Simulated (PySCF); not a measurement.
SnH2, optimised at PBE0/def2-TZVP:

```xyz
3

Sn     0.0608     0.1358     0.2163
H      0.5691     0.1597    -1.4814
H     -0.9000    -1.3247    -0.0751
```

Method: PySCF energies (xtb for GFN2) plus ideal-gas RRHO corrections (1 bar). All species are closed-shell singlets. Sn: scalar-relativistic def2 core potential, no spin-orbit coupling. SnH2: computed as isolated molecules; such fragments, hydroxides, amides, oligomers or adducts are transient or little studied in the gas.

List the harmonic frequencies (cm⁻¹, unscaled) at this level and at the other levels, each on its own geometry.


- PBE0/def2-TZVP: 790, 1733, 1736
- GFN2-xTB: 759, 1357, 1464
- PBE/def2-SVP: 760, 1648, 1656
